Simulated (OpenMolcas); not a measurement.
neutral barium: effect of the active space

```json
{
 "Program": "OpenMolcas",
 "Method": "CASSCF",
 "Basis": "ANO-RCC-VQZP",
 "Scalar Hamiltonian": "DKH2, point nucleus",
 "Spin-orbit coupling": "RASSI with atomic mean-field integrals over the reference wave functions, term energies averaged over their components"
}
```

A. 2 electrons in 4 orbitals (6s 6p); 2S+1 = 3 even, 3 roots; 2S+1 = 1 even, 6 roots; 2S+1 = 3 odd, 3 roots; 2S+1 = 1 odd, 3 roots; cost roughly 29 core-seconds
B. 2 electrons in 8 orbitals (6s 6p 7s 7p); 2S+1 = 3 even, 1 root; 2S+1 = 1 even, 7 roots; 2S+1 = 3 odd, 3 roots; 2S+1 = 1 odd, 3 roots; cost of the order of 40 core-seconds
C. 2 electrons in 9 orbitals (5d 6s 6p); 2S+1 = 3 even, 18 roots; 2S+1 = 1 even, 21 roots; 2S+1 = 3 odd, 18 roots; 2S+1 = 1 odd, 18 roots; cost of the order of 60 core-seconds

Energies in cm-1 above 6s2 1S0, the measured ground level; measured values from NIST Handbook of Basic Atomic Spectroscopic Data.

```tsv
Level	A	B	C	Measured
6s2 1S0	0.0	0.0	0.0	0.0
6s 6p 3P* 0	10162	10991	11219	12266
6s 6p 3P* 1	10451	11278	11414	12637
6s 6p 3P* 2	11039	11863	11820	13515
6s 6p 1P* 1	22360	23277	18972	18060
```

Deviations, from unrounded energies. A percentage is the sum of absolute deviations over the sum of measured energies, with the sign that they share, or ± where signs differ.

```json
{"Against measurement": "mean absolute deviation (cm-1)", "Levels": "4", "A": "2800", "B": "2400", "C": "1200"}
{"Against measurement": "other configurations (%)", "Levels": "4", "A": "±19.6", "B": "±16.8", "C": "±8.6"}
```

C lies closest to measurement on these levels and A furthest from it. The largest miss of C in the table is 6s 6p 3P* 2, by -1700 cm-1. The ranking rests on the paired levels alone, and a cruder setting can come out closer through cancelling errors.

Among A to C the level of the table that moves most is 6s 6p 1P* 1, by 4300 cm-1 (lowest in C, highest in B).

The run also gave levels led by 6s 7s, which use shells meant for correlation; these and all levels above them are left out (holds for B). Computed and measured levels are paired by configuration, term and J; levels that our copy of the source lacks, or whose pairing is in doubt (as where it misses far off the trend of its configuration), stay unpaired and out of the deviations. Levels of configurations outside the active space are missing. The table leaves out levels that lie high or whose names do not pair safely across all columns.

* marks odd parity.
